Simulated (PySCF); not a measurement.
BeF₂, SMILES [F][Be][F].

Geometry: r2SCAN-D4/def2-TZVP. The isomer is the one that the SMILES or the coordinates give; other isomers of the formula were not compared.

Level of theory: PBE/def2-TZVPD (PySCF).

The molecule is in vacuum.

The total energy is -214.46376 hartree. The point group is D∞h and the highest occupied level comes out as -9.77 eV. The lowest empty level is -1.45 eV. The orbital gap is 8.32 eV and the dipole moment comes out as 0.00 D. The quadrupole, principal values (traceless, Buckingham form, about the centre of nuclear charge) comes out as -7.81, 3.90, 3.90 D·Å and the mean static polarisability is 15.1 bohr³ (2.24 Å³). The polarisability, principal values is 13.7, 13.7, 18.0 bohr³.
